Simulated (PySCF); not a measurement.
A structure optimised at B3LYP-D3(BJ)/def2-SVP, used in a PySCF frequency run:

```
C
C 1 1.3899
H 1 1.0903 2 121.96
C 1 1.4131 3 124.77 2 -179.67
C 4 1.3899 1 113.27 3 -179.10
H 4 1.0903 5 121.96 1 -179.70
S 5 1.7438 4 126.53 6 -5.17
S 2 1.7438 1 126.53 3 -5.17
S 2 1.7483 1 110.82 3 179.38
Au 8 2.3142 2 103.64 1 107.30
Au 7 2.3142 5 103.64 4 107.30
```
Charge 0, spin multiplicity 1.

Problem. Write its SMILES, formula and point group.

Solution. [Au][S]c1ccc([S][Au])s1, C₄H₂Au₂S₃, C2

Problem. What are its rotational constants (standard atomic weights)?

Solution. 1.4396, 0.072111, 0.071815 GHz
